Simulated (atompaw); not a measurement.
# What one change does to a pseudopotential (Cl, PAW (atompaw))

Cl, PAW, made with atompaw 4.2.0.5 (LDA (PW92), scalar-relativistic). Core [Ne], reference 3s2 3p4 (charge +1). Waves: 3s (bound): rc 1.30 bohr; 3s channel at -1.15 Ry: rc 1.30 bohr; 3p (bound): rc 1.35 bohr; 3p channel at -0.75 Ry: rc 1.35 bohr; 3d channel at -0.05 Ry: rc 1.10 bohr. Local part: vpsmatchnc scheme with l = 3 at 1 Ry, radius 1.15 bohr. Core correction: smooth core density matched at 0.75 bohr. Augmentation charge: sinc compensation charge, radius 1.20 bohr; PAW radius 1.35 bohr; waves and projectors: custom rrkj gramschmidtortho.

Change: augmentation sinc compensation charge, radius 1.20 bohr; PAW radius 1.35 bohr; waves and projectors: custom polynom vanderbiltortho.

Cutoffs: the cutoffs (Ry, on a coarse ladder) from which the occupation-weighted sum of valence levels, in a spherical-Bessel basis at the reference potential, stays within 10 and 1 mRy of its value at 400 Ry; they do not see the model core or the augmentation charge, which bear on the density cutoff.

Problem. What does the change do?

Solution. The potential gets harder (25 Ry and 45 Ry → 35 Ry and 50 Ry); a bound ghost appears in s, which as a rule spoils a file; the range in which the s phases agree widens (upper end 2.9 → at the end of the scan); the range in which the p phases agree narrows (upper end at the end of the scan → 2.2).

```tsv
quantity	base	changed
cutoff, loose	25 Ry	35 Ry
cutoff, tight	45 Ry	50 Ry
loose cutoff by channel (10 mRy a level)	s 18 Ry, p 18 Ry	s 30 Ry, p 15 Ry
bound ghosts	none	s
s: phases at 1.35 bohr within 0.05 rad from the reference energy up to (Ry; the scan ends near 5)	2.9	to the end of the scan
p: phases at 1.35 bohr within 0.05 rad from the reference energy up to (Ry; the scan ends near 5)	to the end of the scan	2.2
d: phases at 1.35 bohr within 0.05 rad from the reference energy up to (Ry; the scan ends near 5)	to the end of the scan	to the end of the scan
lowest overlap eigenvalue by channel	s 0.37, p 0.69, d 1.00	s 0.19, p 0.65, d 1.00
```

 A true bound ghost makes a file unfit for plane-wave use even where its test errors are small: the radial tests pick states by their node count and pass the ghost by. The cutoffs see the waves, projectors and local potential, not the compensation charge or the core.
